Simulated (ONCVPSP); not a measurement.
Al (Z = 13): excitation energies, all-electron against ONCV

```
Element                 : Al
Generator               : ONCVPSP 4.0.1
Type                    : optimised norm-conserving Vanderbilt (ONCV)
Functional              : Wu-Cohen
Relativity              : scalar-relativistic
Frozen core             : [Ne]
Valence charge          : 3
Reference configuration : 3s1.5 3p1.5
Partial waves           : 3s: rc 2.00 bohr, ncon 3, nbas 8, qcut 3.7 1/bohr, 1 projector; 3p: rc 2.40 bohr, ncon 4, nbas 8, qcut 3.7 1/bohr, 2 projectors, debl 0.9 Ha
Local potential         : polynomial inside 1.85 bohr (lpopt 5, dvloc0 0 Ha)
Core correction         : polynomial model core, fcfact 0.55
```

Energies are relative to the spin-unpolarised reference configuration 3s1.5 3p1.5; without spin polarisation the order of configurations can differ from experiment.

```tsv
valence configuration	charge	ΔE all-electron (eV)	error AE − PS (meV)
3s2 3p1	0	-2.543	-1.1
3s2 3p0.5	+0.5	-0.471	-1.8
```

Q: What are ΔE and the potential's error for 3s2 3p0?

A: ΔE = 3.195 eV all-electron; the error (AE − PS) is -1.0 meV.

Q: What are ΔE and the potential's error for 3s1 3p0?

A: ΔE = 22.388 eV all-electron; the error (AE − PS) is +15 meV.

Levels in the configuration 3s2 3p0.5:

```csv
level,all-electron (eV),pseudo (eV)
3s,-11.074,-11.068
3p,-5.678,-5.678
```
